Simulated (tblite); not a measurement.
A geometry optimisation, step by step.

Species: C5H15GeNS.
Atom-mapped SMILES: `[CH3:1][CH2:2][CH2:3][CH2:4][Ge@H:5]([NH2:6])[S:7][CH3:8]` (hydrogens: H9, H10, H11 on C1; H12, H13 on C2; H14, H15 on C3; H16, H17 on C4; H18 on Ge5; H19, H20 on N6; H21, H22, H23 on C8)

Computed with GFN2-xTB (tblite), gas phase: L-BFGS steps from a force-field or distance-geometry start until the largest atomic force falls under 0.01 eV/Å. 3 of its 168 geometries are shown.

Step 0: E = -719.6753 eV, largest atomic force 1.968 eV/Å
```
atom  x, y, z in Å  |  force x, y, z in eV/Å
C1     -3.674    0.197    0.236   -1.923   0.226   0.352
C2     -2.445    0.066   -0.587    1.029   0.617  -0.107
C3     -1.202   -0.261    0.287   -1.124   0.191  -0.883
C4     -0.080   -0.349   -0.715   -0.803  -0.278  -0.574
Ge5     1.634   -0.750    0.018    1.766   0.024  -0.352
N6      1.783   -2.139    1.131    0.763   0.194   0.262
S7      2.390    1.080    1.043    0.119   0.155   0.646
C8      3.559    1.938   -0.049    0.113   0.394  -0.783
H9     -4.161   -0.802    0.353    0.322   0.906   0.324
H10    -3.423    0.667    1.209   -0.334  -0.530  -0.481
H11    -4.424    0.881   -0.260    0.643  -0.783   0.463
H12    -2.262    1.041   -1.075    0.083  -0.367   0.018
H13    -2.530   -0.692   -1.378   -0.143   0.179   0.224
H14    -1.031    0.557    0.998   -0.036  -0.404   0.014
H15    -1.401   -1.218    0.775    0.251   0.187   0.245
H16    -0.040    0.636   -1.205    0.190  -0.433  -0.150
H17    -0.368   -1.122   -1.456    0.306   0.510   0.149
H18     2.601   -0.998   -1.202   -0.063   0.085   0.271
H19     2.643   -2.248    1.687   -1.055  -0.149  -0.387
H20     1.048   -2.800    1.279    0.113  -0.179   0.277
H21     4.484    2.175    0.491   -0.453  -0.063   0.016
H22     3.068    2.878   -0.398    0.484  -0.777   0.208
H23     3.825    1.291   -0.899   -0.244   0.296   0.247
```

Step 84: E = -720.2838 eV, largest atomic force 0.041 eV/Å
```
atom  x, y, z in Å  |  force x, y, z in eV/Å
C1     -3.589    0.191    0.394    0.025   0.005  -0.013
C2     -2.447    0.141   -0.616    0.017   0.010   0.006
C3     -1.127   -0.225    0.061   -0.004   0.009   0.006
C4      0.029   -0.325   -0.924   -0.013  -0.004   0.002
Ge5     1.752   -0.749   -0.003    0.016  -0.002  -0.002
N6      1.516   -2.263    0.975   -0.029  -0.020   0.012
S7      2.555    0.936    1.265   -0.015  -0.019   0.006
C8      3.413    1.927   -0.001    0.015   0.007  -0.010
H9     -3.722   -0.779    0.867   -0.013  -0.015  -0.005
H10    -3.374    0.921    1.170   -0.005   0.014   0.008
H11    -4.521    0.469   -0.091   -0.014  -0.007  -0.015
H12    -2.350    1.117   -1.099    0.013  -0.010  -0.005
H13    -2.673   -0.593   -1.394    0.003   0.007   0.036
H14    -0.893    0.532    0.816   -0.009  -0.011   0.013
H15    -1.246   -1.183    0.575   -0.005   0.017  -0.011
H16     0.129    0.610   -1.478    0.007  -0.012   0.004
H17    -0.159   -1.117   -1.649   -0.010   0.006  -0.013
H18     2.872   -1.095   -0.985   -0.004   0.000  -0.001
H19     2.329   -2.595    1.475   -0.002   0.010   0.007
H20     0.737   -2.260    1.621    0.033   0.005  -0.024
H21     4.224    2.437    0.509   -0.007   0.027  -0.010
H22     2.728    2.651   -0.431   -0.011  -0.005   0.015
H23     3.813    1.278   -0.774    0.010  -0.011  -0.007
```

Step 167: E = -720.2967 eV, largest atomic force 0.009 eV/Å
```
atom  x, y, z in Å  |  force x, y, z in eV/Å
C1     -3.482    0.337    0.380    0.004   0.002  -0.003
C2     -2.319    0.246   -0.601    0.001  -0.002  -0.002
C3     -1.036   -0.220    0.084    0.000  -0.003   0.002
C4      0.106   -0.408   -0.905    0.004   0.000   0.006
Ge5     1.818   -0.904    0.002   -0.002  -0.007   0.005
N6      1.556   -2.418    0.975    0.000   0.000  -0.008
S7      2.614    0.769    1.283    0.000   0.002   0.002
C8      3.067    1.959   -0.021   -0.005   0.003  -0.002
H9     -3.693   -0.638    0.812    0.001  -0.001   0.001
H10    -3.246    1.025    1.189    0.003   0.008  -0.003
H11    -4.379    0.692   -0.122   -0.003   0.001   0.002
H12    -2.150    1.224   -1.059    0.000   0.001   0.000
H13    -2.573   -0.453   -1.401   -0.001  -0.007   0.000
H14    -0.748    0.513    0.844   -0.001  -0.001   0.000
H15    -1.228   -1.168    0.593   -0.001  -0.005   0.002
H16     0.255    0.507   -1.480    0.002   0.001  -0.002
H17    -0.135   -1.199   -1.615   -0.001   0.002   0.002
H18     2.915   -1.270   -0.997   -0.002  -0.002  -0.002
H19     2.372   -2.775    1.454    0.004   0.000   0.001
H20     0.800   -2.382    1.645   -0.002   0.002  -0.004
H21     3.577    2.776    0.477    0.006   0.003   0.004
H22     2.173    2.328   -0.514   -0.004   0.005   0.001
H23     3.732    1.487   -0.739   -0.002  -0.003  -0.001
```

Problem. Summarise the path.

Solution. The energy falls by 59.96 kJ/mol from step 0 to step 167; nine tenths of that is first reached at step 33. It never rises by more than 0.2 meV. The largest force goes from 1.968 to 0.009 eV/Å. Among the bonds C4–Ge5 changes most, from 1.907 to 2.000 Å; the atoms move by 0.489 Å rms after alignment.

Problem. Follow the three bonds and two angles with the largest change from start to end.

Solution. 
| step | E above end (kJ/mol) | largest force (eV/Å) | C4–Ge5 (Å) | Ge5–H18 (Å) | C1–H11 (Å) | H19–N6–H20 (°) | Ge5–S7–C8 (°) |
| --- | --- | --- | --- | --- | --- | --- | --- |
| 0 | 59.96 | 1.968 | 1.907 | 1.577 | 1.130 | 117.6 | 109.2 |
| 7 | 23.34 | 0.229 | 1.972 | 1.551 | 1.091 | 109.8 | 103.8 |
| 15 | 12.30 | 0.234 | 2.006 | 1.530 | 1.090 | 110.1 | 102.2 |
| 22 | 9.01 | 0.149 | 2.012 | 1.529 | 1.088 | 108.0 | 101.3 |
| 29 | 6.89 | 0.127 | 2.005 | 1.530 | 1.087 | 107.6 | 100.6 |
| 36 | 5.46 | 0.132 | 2.006 | 1.540 | 1.088 | 108.5 | 99.8 |
| 44 | 3.71 | 0.133 | 1.999 | 1.533 | 1.087 | 107.8 | 101.3 |
| 51 | 2.86 | 0.082 | 1.998 | 1.536 | 1.088 | 107.8 | 102.2 |
| 58 | 2.44 | 0.051 | 1.999 | 1.528 | 1.088 | 107.7 | 102.4 |
| 65 | 2.03 | 0.066 | 2.003 | 1.529 | 1.087 | 107.8 | 101.4 |
| 73 | 1.54 | 0.046 | 1.998 | 1.530 | 1.087 | 107.6 | 100.6 |
| 80 | 1.40 | 0.038 | 1.997 | 1.528 | 1.087 | 107.6 | 100.5 |
| 87 | 1.19 | 0.035 | 2.002 | 1.529 | 1.088 | 107.6 | 100.6 |
| 94 | 1.06 | 0.038 | 2.002 | 1.531 | 1.087 | 107.7 | 100.7 |
| 102 | 0.77 | 0.073 | 2.000 | 1.528 | 1.087 | 107.4 | 100.7 |
| 109 | 0.65 | 0.014 | 2.000 | 1.529 | 1.088 | 107.4 | 100.6 |
| 116 | 0.58 | 0.042 | 1.999 | 1.529 | 1.087 | 107.5 | 100.1 |
| 123 | 0.49 | 0.024 | 2.000 | 1.528 | 1.088 | 107.5 | 99.7 |
| 131 | 0.41 | 0.018 | 1.999 | 1.529 | 1.088 | 107.6 | 99.3 |
| 138 | 0.37 | 0.015 | 1.999 | 1.528 | 1.088 | 107.6 | 99.4 |
| 145 | 0.33 | 0.024 | 2.001 | 1.529 | 1.087 | 107.6 | 99.2 |
| 152 | 0.20 | 0.040 | 1.999 | 1.526 | 1.088 | 107.7 | 99.3 |
| 160 | 0.04 | 0.023 | 2.000 | 1.527 | 1.087 | 107.7 | 99.6 |
| 167 | 0.00 | 0.009 | 2.000 | 1.528 | 1.087 | 107.5 | 99.5 |

What follows is the cost of the whole relaxation. On an Arm Neoverse N1 with one thread, on a shared host, this took 2.8 s of wall time.
